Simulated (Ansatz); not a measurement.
`[OH][InH][OH]` and `[OH][InH][F]` differ in one atom or group.

Ansatz, PBE0-D4/def2-TZVP geometries, multiplicity 1. Each molecule was computed in one conformer, which needn't be the lowest.

Elements past krypton have def2 core potentials.

| property | `[OH][InH][OH]` |
| --- | --- |
| LUMO energy (B3LYP/def2-TZVPP) / eV | -1.38 |
| HOMO–LUMO gap (ωB97M-V/def2-TZVPP) / eV | 11.08 |
| HOMO–LUMO gap (PBE0/def2-TZVPP) / eV | 7.22 |
| size of the dipole moment (PBE/def2-TZVPP) / D | 2.09 |
| LUMO energy (ωB97M-V/def2-TZVPP) / eV | 0.34 |
| size of the dipole moment (B3LYP/def2-TZVPP) / D | 2.29 |

What does the change do to each property? (An estimate is asked.)

Ansatz gave: 
```json
{"property": "LUMO energy (B3LYP/def2-TZVPP) / eV", "`[OH][InH][F]`": "-1.79", "shift": "-0.41"}
{"property": "HOMO–LUMO gap (ωB97M-V/def2-TZVPP) / eV", "`[OH][InH][F]`": "11.38", "shift": "0.30"}
{"property": "HOMO–LUMO gap (PBE0/def2-TZVPP) / eV", "`[OH][InH][F]`": "7.49", "shift": "0.27"}
{"property": "size of the dipole moment (PBE/def2-TZVPP) / D", "`[OH][InH][F]`": "3.91", "shift": "1.82"}
{"property": "LUMO energy (ωB97M-V/def2-TZVPP) / eV", "`[OH][InH][F]`": "0.05", "shift": "-0.29"}
{"property": "size of the dipole moment (B3LYP/def2-TZVPP) / D", "`[OH][InH][F]`": "4.15", "shift": "1.86"}
```

With PBE0 the HOMO falls by 0.64 eV and the LUMO falls by 0.36 eV, so the gap widens by about 0.28 eV. PBE moves the HOMO by -0.62 eV and ωB97M-V by -0.59 eV. Dipoles are sizes alone; their direction can turn.

B3LYP here is the variant with VWN-RPA as its local correlation; programs differ in this.
